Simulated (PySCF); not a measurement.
Computed IR spectrum (relative IR intensity) of a molecule C4H6OSi. The structure is a stationary point at ωB97X-D3(BJ)/def2-SVP. One conformer was computed; it need not be the lowest. Level of theory: ωB97X-D3(BJ)/def2-SVP (PySCF). Frequencies are harmonic and unscaled.

Lines under 2 % of the strongest are left out, and lines within 2 cm⁻¹ are merged.

ν (cm⁻¹): 455 (w), 602 (w), 620 (vw), 663 (m), 732 (w), 785 (m), 931 (s), 953 (vs), 974 (m), 1031 (w), 1118 (w), 1185 (w), 1235 (w), 1258 (vw), 1541 (w), 1647 (vw), 2261 (s), 2264 (s), 2270 (s) (against the strongest line: vs over 80 %, s over 45 %, m over 15 %, w over 4 %, vw less)

**Question.** Pick the molecule that these values belong to.
A. O=C1CC=C[SiH2]1
B. C#C[SiH]1COC1
C. [SiH3]c1ccco1
D. CC#C[SiH2]C=O

**Answer.** C, [SiH3]c1ccco1
